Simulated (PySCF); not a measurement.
## Tellurium: a sound run and one with changed settings

Sound run: Te⁺ [Kr] 4d10 5s2 5p3, Te²⁺ [Kr] 4d10 5s2 5p2. Calculation: PySCF 2.14, in x2c-SVPall (6s5p3d, 36 functions); scalar relativity by spin-free X2C-1e. In the sound run the correlated levels freeze [Kr] 4d10. The sound run starts from symmetry-adapted Hartree-Fock orbitals and uses a fine grid where one is needed.

Changed run: all electrons correlated in a basis built for the valence shell.

| species | method | sound run (hartree) | changed run (hartree) | converged |
| --- | --- | --- | --- | --- |
| Te⁺ | MP2 | -6789.88331 | -6789.90551 | yes |
| Te²⁺ | MP2 | -6789.19498 | -6789.21561 | yes |

Ionisation energy of Te⁺:

| method | sound run (eV) | changed run (eV) |
| --- | --- | --- |
| UHF | 18.445 | 18.445 |
| MP2 | 18.730 | 18.773 |
| SCS-MP2 | 18.630 | 18.651 |

A valence basis has no tight correlating functions, so it recovers only part of the core correlation, and not evenly between atom and ion.

For comparison, NIST gives 18.6 ± 0.4 eV between the lowest levels.
